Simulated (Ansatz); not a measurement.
`C#[C][SnH2][CH3]` + H₂Se → `[CH3][SnH2][SeH]` + `C#C`  (ligand exchange at the Sn–C bond)

Isolated molecules relaxed with PBE0-D4/def2-TZVP in Ansatz; ΔE leaves out vibrations. CCSD(T)/CBS adds triple-zeta CCSD(T) − MP2 to the extrapolated MP2 energy (def2 sets, frozen cores). This one scheme is used for every species. DFT in def2-TZVPP. B3LYP here is the variant with VWN-RPA as its local correlation; programs differ in this. def2 core potentials past Kr. For Se, Sn outer-core shells are correlated without core-valence functions, which leaves a few kJ/mol of doubt a bond. Scalar relativity is left out up to krypton. One conformer a species, not always the lowest.

`C#[C][SnH2][CH3]`:

```xyz
10

C     1.632   -1.476   -1.754
C     0.763   -1.139   -0.986
Sn   -0.724   -0.520    0.343
C    -0.353    1.524    0.825
H     2.397   -1.777   -2.432
H    -2.227   -0.724   -0.437
H    -0.631   -1.522    1.720
H     0.631    1.617    1.285
H    -1.109    1.891    1.519
H    -0.380    2.124   -0.084
```

H₂Se:

```xyz
3

Se    0.393    0.140   -0.543
H    -0.761   -0.735   -0.309
H     0.368    0.595    0.852
```

`[CH3][SnH2][SeH]`:

Z-matrix (Å, degrees):
```
C
Sn 1 2.136
H 1 1.090 2 109.6
H 1 1.089 2 109.3 3 119.6
H 1 1.091 2 110.1 3 -120.1
Se 2 2.540 1 109.5 3 -61.5
H 2 1.707 1 112.0 3 -176.8
H 2 1.710 1 111.1 3 59.0
H 6 1.469 2 92.2 1 63.8
```

`C#C`:

```xyz
4

C     0.028   -0.088   -0.591
C    -0.028    0.088    0.591
H     0.077   -0.245   -1.643
H    -0.077    0.245    1.643
```

```csv
level,ΔE (kJ/mol),difference from CCSD(T)/CBS
LDA (SPW92),-63.4,0.2
B3LYP-D4,-65.3,-1.7
BLYP,-63.3,0.3
r2SCAN,-64.6,-1.0
BHLYP,-63.9,-0.3
CAM-B3LYP,-59.7,3.9
HF/def2-SVP,-62.6,1.0
CCSD/def2-SVP,-57.2,6.4
CCSD/def2-TZVPP,-52.6,11.0
MP2/def2-QZVPP,-61.9,1.7
CCSD(T)/CBS,-63.6,0
```

Largest T1 diagnostic among the species: 0.013.

In def2-TZVPP, CCSD(T) changes the Hartree–Fock value by +10.8 kJ/mol (the triples alone add +1.1 kJ/mol) and MP2 by +7.5 kJ/mol. At CCSD(T), def2-SVP lies +7.9 kJ/mol from the extrapolated value and def2-TZVPP +12.1 kJ/mol.
